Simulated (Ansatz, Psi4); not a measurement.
Species: chloro(dimethyl)borane, C2H6BCl, net charge 0, singlet state. SMILES: CB(C)Cl
Geometry: optimised at B3LYP-D3(BJ)/def2-TZVP (Ansatz, a program for electronic structure).

Property: atomisation energy, in kcal/mol. Set-up: LANL2DZ with its own core potentials from Na on; no dispersion term unless named; UHF or UKS for open shells; non-relativistic; valence correlation only; spin-orbit terms left out; atomisation electronic, to ground-state atoms; 6-311+G** with 5d, 6d on Na to Ar in Ansatz; 6-31G* and kin with 6d, 5d where marked. CBS marks a two-point X^-3 extrapolation of the correlation energy; Hartree-Fock from the larger set. Ab initio and DFT rows: single points at B3LYP-D3(BJ) geometries (Ansatz).

Coupled cluster (Ansatz) is a level with limits of its own, used here on species with T1 under 0.025 (0.045 for open shells) and stable references: CCSD(T)/CBS(aug-cc-pV(T+d)Z,aug-cc-pV(Q+d)Z).

Value to compare with, CCSD(T)/CBS(aug-cc-pV(T+d)Z,aug-cc-pV(Q+d)Z) (Ansatz): 911.8 kcal/mol.

| level | program | atomisation energy (kcal/mol) | difference |
|---|---|---|---|
| PBE/def2-SVP | Ansatz | 932.4 | 20.6 |
| PBE/6-311+G** | Ansatz | 922.5 | 10.7 |
| B3LYP/LANL2DZ | Ansatz | 884.8 | -27.0 |
| B3LYP/6-31G | Ansatz | 892.8 | -19.0 |
| B3LYP/6-31G* | Ansatz | 910.2 | -1.6 |
| B3LYP/6-31+G* | Ansatz | 902.8 | -9.0 |
| B3LYP/cc-pVDZ | Ansatz | 896.1 | -15.7 |
| PBE0/6-311+G** | Ansatz | 915.4 | 3.6 |
| wB97X-D/6-31G* | Psi4 | 916.7 | 4.9 |
| B3LYP/def2-TZVPD | Ansatz | 907.9 | -3.9 |

Among the 9 habitual levels, B3LYP/LANL2DZ lies farthest from CCSD(T)/CBS(aug-cc-pV(T+d)Z,aug-cc-pV(Q+d)Z) (Ansatz) (-27.0 kcal/mol) and B3LYP/6-31G* nearest (-1.6); 4 of 9 lie above it, and their mean absolute difference is 12.5 kcal/mol, the median 10.7. One case shows no general order.

The levels are drawn from those run, B3LYP/6-31G* more often than the rest, none by its result; left out are runs that failed, that the program found above a lower state of the same kind, or whose <S^2> lies over 0.5 above the pure value.
